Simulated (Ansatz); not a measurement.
Input for Ansatz (development build ahead of 0.2.0):

```yaml
crystal:
  periodic: [false, false, false]
  atoms:
    - { symbol: Cu, position_ang: [0.0, 0.0, 0.0] }
    - { symbol: Mo, position_ang: [0.0, 0.0, 2.5] }
basis:
  gaussian: { orbitals: def2-TZVPP }
magnetization:
  spin_polarized: true
  initial_magnetization: 5
hamiltonian:
  xc: pbe
```

The input is written out in the form of the current development build from the run's settings. The basis set brings a core potential for Mo, so the total leaves out those core electrons.

Output:

```json
{
 "Converged": "yes",
 "Total energy": "-1708.43112 hartree",
 "Spin squared of the determinant": "8.847",
 "Stability test": "minimum"
}
```

Caution: other spin multiplicities were not run.
